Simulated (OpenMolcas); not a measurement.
Er2+ among 12 point charges of -0.5 e arranged as a cuboctahedron (Oh), 2.28 Å from the ion.

* Program: OpenMolcas 26.06
* Method: CASSCF
* Basis: ANO-RCC-VTZP [8s7p5d3f2g1h]
* Scalar Hamiltonian: DKH2, point nucleus
* Active space: 12 electrons in 7 orbitals (4f)
* State averaging: 2S+1 = 3 even, 21 roots; 2S+1 = 1 even, 27 roots kept (CI in the orbitals of an earlier block)
* Spin-orbit coupling: state interaction with AMFI integrals over the reference wave functions

(1) What is the spin-free ground state (labels of O, the rotations of Oh)?

(2) Where is the first state of the same spin?

(3) What are the lowest two levels with spin-orbit coupling?

(4) What is χT at 300 K, and how does it compare with the textbook value?

Answers

(1) 3T1, 3-fold in its orbital part, 100 % from free-ion H terms; it has the highest spin that f12 allows.

(2) 3E at 107 cm-1 above the ground state.

(3) A 2-fold level E, then a 3-fold level T2 0.5 cm-1 above it. Their leading multiplicities are 3 (99 %) and 3 (99 %).

(4) Hund's rules give f12 the level 3H6 with g = 1.167, so an isolated free-ion multiplet has χT = g² J(J+1) / 8 = 7.146 cm3 K/mol. The computed 7.129 at 300 K differs by 0 %, through the field's splitting, the mixing of terms and any other multiplet in reach.

This is an electrostatic model: the charges have no orbitals. The first state left out of the spin-orbit step lies near 77000 cm-1 above the lowest spin-free state of the reference (among the parities and spins computed), and the lists stop at four fifths of that energy or lower. No measured value stands beside these numbers.
